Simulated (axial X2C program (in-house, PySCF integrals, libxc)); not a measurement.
**Spin–orbit effects down a group: molecules with Mg, CCSD(T)**

All values come from calculations with an axial X2C code built on PySCF integrals, spin-free (one-electron X2C) or two-component (2c: spin–orbit coupling with atomic mean-field Coulomb and Gaunt terms, which also bring small scalar terms), in Dyall basis sets with cores contracted in-house; open shells are unrestricted.

Basis sets: Cs dyall-cv3z, H dyall-v3z, K dyall-cv3z, Li dyall-cv3z, Mg dyall-cv3z. Frozen shells (counts by l): MgH Mg 2s1p, H none, 3 electrons correlated; LiMg Mg 2s1p, Li 1s, 3 electrons correlated; KMg K 2s1p, Mg 2s1p, 11 electrons correlated; CsMg Cs 4s3p2d, Mg 2s1p, 11 electrons correlated. Coupled cluster in natural virtuals with an MP2 remainder. Where the outer core of a metal is frozen, bonds come out longer and ionisation energies lower. Frozen cores can differ along the series, which adds to the trend.

```
molecule   spin-free state  Re (Å)  ωe (cm⁻¹)  De (eV)  2c state  Re 2c (Å)  ωe 2c (cm⁻¹)  De 2c (eV)
     MgH  M_S = 1/2, Λ = 0   1.739     1489.4     1.40   Ω = 1/2      1.739        1489.3        1.40
    LiMg  M_S = 1/2, Λ = 0   3.123      175.8     0.17   Ω = 1/2      3.123         175.7        0.17
     KMg  M_S = 1/2, Λ = 0   4.111       55.0     0.09   Ω = 1/2      4.105          55.8        0.09
    CsMg  M_S = 1/2, Λ = 0   4.590       39.4     0.08   Ω = 1/2      4.592          39.6        0.08
```

**Question.** Work out the shifts from the spin-free to the two-component result.

**Answer.** 

| molecule | 2c state | ΔRe (Å) | Δωe (cm⁻¹) | ΔDe (eV) |
| --- | --- | --- | --- | --- |
| MgH | Ω = 1/2 | 0.000 | -0.1 | 0.00 |
| LiMg | Ω = 1/2 | 0.000 | -0.1 | 0.00 |
| KMg | Ω = 1/2 | -0.006 | 0.8 | 0.00 |
| CsMg | Ω = 1/2 | 0.002 | noise | 0.00 |

Shifts of one unit in the last digit are rounding. Where the truncated virtual spaces of the two runs make Δωe unreliable it is marked noise.

Each entry is the lowest single determinant of a limited PBE0 search at one distance. De goes to single-determinant-based atoms at the same level (for ions the charge split of lowest energy) and is withheld (n/a) where an atom does not fit its ground term or J level. Main or longest-lived isotopes. One determinant is a doubtful description, or other states lie close, for LiMg; these need not be ground states, and all values refer to the states named.
